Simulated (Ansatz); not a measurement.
Reaction (ligand exchange at the Si–S bond): `BO[SiH2]S[SiH3]` + NH₃ → `BO[SiH2]N` + `[SiH3]S`

Program: Ansatz. Geometries: PBE0-D4/def2-TZVP. ΔE: electronic, gas phase. CBS: MP2 limit from def2 TZ/QZ plus the TZ coupled-cluster correction, frozen cores. This one scheme is used for every species. DFT in def2-TZVPP. One conformer a species, not always the lowest.

```json
{"level": "PBE-D4", "ΔE (kcal/mol)": "3.4"}
{"level": "B2PLYP", "ΔE (kcal/mol)": "-0.5"}
{"level": "PBE0", "ΔE (kcal/mol)": "1.2"}
{"level": "MP2/def2-TZVPP", "ΔE (kcal/mol)": "1.8"}
```

Problem. What does CCSD(T)/CBS give? (An estimate is asked.)

Solution. Computed: +1.8 kcal/mol. The listed levels differ from it by 1.6, -2.3, -0.6, 0.0 kcal/mol.

Largest T1 diagnostic among the species: 0.013.

In def2-TZVPP, CCSD(T) changes the Hartree–Fock value by +3.9 kcal/mol (the triples alone add +0.9 kcal/mol) and MP2 by +4.9 kcal/mol. The D4 term adds +3.0 kcal/mol with B3LYP and +1.7 kcal/mol with PBE0; it sums over pairs of atoms, weighted by their polarisabilities, and B3LYP, whose exchange is more repulsive, gets the larger term.

B3LYP here is the variant with VWN-RPA as its local correlation; programs differ in this.
